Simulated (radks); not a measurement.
Results of a calculation; reference values are marked as such.
Dynamic dipole polarisability and lines of the cadmium ion Cd18+, [Ar] 3d10 4s2. Code: a radial shooting solver on a logarithmic mesh with Libxc functionals. Model: scalar-relativistic Kohn-Sham, LDA (Slater exchange, VWN5 correlation), spin-unpolarised, spherical densities, finite nucleus; Fermi nuclear charge, rms radius of each element as measured or else 0.836 A^(1/3) + 0.57 fm. Time-dependent linear response with the Hartree and adiabatic LDA kernel, continuum included through the Sternheimer equations, no spin-orbit coupling, so fine structure and intercombination lines are absent. Lines are the poles of the dipole polarisability below minus the highest occupied eigenvalue, found on a grid refined at the orbital gaps; the lowest seven at most are given, and weak or close lines can be missed. The first line takes the name of the lowest orbital gap if no other gap lies below it; otherwise a line is named after a gap within 0.6 % of it, if that gap stands alone.

photon energy (eV)  alpha (bohr^3)
0                           0.3423
8.297                       0.3497
41.486                      0.7748
74.675                     -0.3247
107.86                    -0.07551
141.05                    -0.02182
174.24                    0.002138
207.43                     0.03170
240.62                     0.09261
273.81                    0.005936
307.00                     0.02251
340.18                    -0.07764
373.37                     0.04124

Lines (eV, oscillator strength): 54.458 (22.77 nm, 4s-4p), f = 1.25; 246.46 (5.031 nm, 4s-5p), f = 0.299; 339.11 (3.656 nm, 4s-6p), f = 0.104; 389.19 (3.186 nm, 4s-7p), f = 0.0449; 403.11 (3.076 nm, unassigned), f = 0.0222; 419.53 (2.955 nm, 4s-8p), f = 0.0338. Higher lines, where found, are left out when the end of the mesh affects them. Those listed give 93 % of the static polarisability (sum of f/w^2). Orbital energy gaps for comparison: 4s-4p 46.141 eV; 4s-5p 246.83 eV; 4s-6p 339.28 eV; 4s-7p 389.27 eV; 3d-4p 398.26 eV.
